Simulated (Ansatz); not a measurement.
Al6As6H18, a cluster cut from wurtzite AlAs (hydrogen-capped). Charge 0, multiplicity 3. Geometry PBE-D4/def2-SVP, that of the neutral singlet; atoms count from 1.

```xyz
30

As    1.943    1.814    1.152
Al    1.413   -0.349    2.344
Al   -2.000    1.822    1.936
As   -1.039   -0.483    2.313
As    2.154   -1.877    0.475
Al   -1.745   -2.598    1.128
Al    0.757    2.466   -0.981
As   -1.604    1.943   -0.555
As    1.595    0.524   -2.362
Al    1.003   -1.861   -1.774
Al   -2.415    0.277   -2.270
As   -1.391   -1.787   -1.237
H     1.822    2.959    2.145
H     3.451    1.890    0.920
H     2.298   -0.533    3.659
H    -0.965    2.859    2.616
H    -3.570    1.833    2.255
H    -1.271   -0.766    3.797
H     3.657   -1.697    0.259
H     2.183   -3.305    0.997
H    -0.587   -3.688    1.414
H    -3.296   -2.896    1.394
H     1.272    3.867   -1.545
H    -2.217    3.277   -0.983
H     3.114    0.633   -2.494
H     1.236    0.770   -3.819
H     1.656   -2.903   -2.791
H    -4.014    0.183   -2.246
H    -1.579    0.568   -3.622
H    -1.860   -2.942   -2.123
```

Single mean-field runs in def2-TZVP are fitted with def2-universal-jkfit. At PBE0-D4/def2-TZVP a singlet of charge 0 lies 4.62 eV below the triplet at the same geometry.

**Question.** Estimate the Mulliken populations of the heavy atoms from the PBE0/def2-TZVP orbitals of Ansatz.

**Answer.** 
```json
{"atom": "As1", "charge (e)": "-0.20", "spin (α − β)": "0.01"}
{"atom": "Al2", "charge (e)": "0.27", "spin (α − β)": "0.10"}
{"atom": "Al3", "charge (e)": "0.28", "spin (α − β)": "0.03"}
{"atom": "As4", "charge (e)": "-0.29", "spin (α − β)": "0.28"}
{"atom": "As5", "charge (e)": "-0.21", "spin (α − β)": "0.02"}
{"atom": "Al6", "charge (e)": "0.29", "spin (α − β)": "0.01"}
{"atom": "Al7", "charge (e)": "0.27", "spin (α − β)": "0.12"}
{"atom": "As8", "charge (e)": "-0.32", "spin (α − β)": "0.18"}
{"atom": "As9", "charge (e)": "-0.20", "spin (α − β)": "0.01"}
{"atom": "Al10", "charge (e)": "0.27", "spin (α − β)": "0.10"}
{"atom": "Al11", "charge (e)": "0.28", "spin (α − β)": "0.04"}
{"atom": "As12", "charge (e)": "-0.29", "spin (α − β)": "0.28"}
```
Mulliken values depend strongly on the basis.

**Question.** Where does the spin sit?

**Answer.** Summed by element: As 0.79, Al 0.41, H 0.80, of 2 unpaired in all. Largest on single atoms: As4 0.28, As12 0.28, As8 0.18.

**Question.** And the Mayer bond orders between heavy atoms (over 0.3)?

**Answer.** As1–Al2 0.73 (2.53 Å); As1–Al7 0.74 (2.53 Å); Al2–As4 0.88 (2.46 Å); Al2–As5 0.74 (2.53 Å); Al3–As4 0.61 (2.52 Å); Al3–As8 0.72 (2.53 Å); As4–Al6 0.70 (2.53 Å); As5–Al10 0.74 (2.53 Å); Al6–As12 0.71 (2.53 Å); Al7–As8 0.85 (2.46 Å); Al7–As9 0.74 (2.53 Å); As8–Al11 0.71 (2.53 Å); As9–Al10 0.73 (2.53 Å); Al10–As12 0.88 (2.46 Å); Al11–As12 0.61 (2.52 Å).
